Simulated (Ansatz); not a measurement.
`[SiH3]N([SiH2]Cl)[SiH2]Cl` + `BN[SiH3]` → `BN([SiH3])[SiH2]Cl` + `[SiH3]N[SiH2]Cl`  (ligand exchange at the Si–N bond)

Program: Ansatz. Geometries: PBE0-D4/def2-TZVP. ΔE: electronic, gas phase. CCSD(T)/CBS is the MP2 limit (def2-TZVPP, def2-QZVPP) plus CCSD(T) − MP2 in def2-TZVPP, frozen cores. Functionals use def2-TZVPP. B3LYP here is the variant with VWN-RPA as its local correlation; programs differ in this. Each species was taken in one conformer, which may not be the lowest.

(1) Is it downhill or uphill in electronic energy at CCSD(T)/CBS, and by how much? (Estimate.)

(2) What do these levels give: PBE-D4, r2SCAN-D4, B3LYP-D4, ωB97M-V, B2PLYP, PBE, r2SCAN, HF/def2-TZVPP, MP2/def2-TZVPP, CCSD(T)/def2-TZVPP, MP2/def2-QZVPP, SCS-MP2/def2-QZVPP? (Best estimate.)

Largest T1 diagnostic among the species: 0.012.

## Answers

(1) The calculation gave: Uphill: ΔE = +0.09 eV.

(2) Ansatz gave: PBE-D4 0.10, r2SCAN-D4 0.10, B3LYP-D4 0.08, ωB97M-V 0.10, B2PLYP 0.04, PBE 0.06, r2SCAN 0.09, HF/def2-TZVPP -0.02, MP2/def2-TZVPP 0.09, CCSD(T)/def2-TZVPP 0.08, MP2/def2-QZVPP 0.10, SCS-MP2/def2-QZVPP 0.07 eV.

In def2-TZVPP, CCSD(T) changes the Hartree–Fock value by +0.10 eV (the triples alone add +0.02 eV) and MP2 by +0.11 eV. The D4 term adds +0.07 eV with B3LYP and +0.04 eV with PBE0; it sums over pairs of atoms, weighted by their polarisabilities, and B3LYP, whose exchange is more repulsive, gets the larger term.
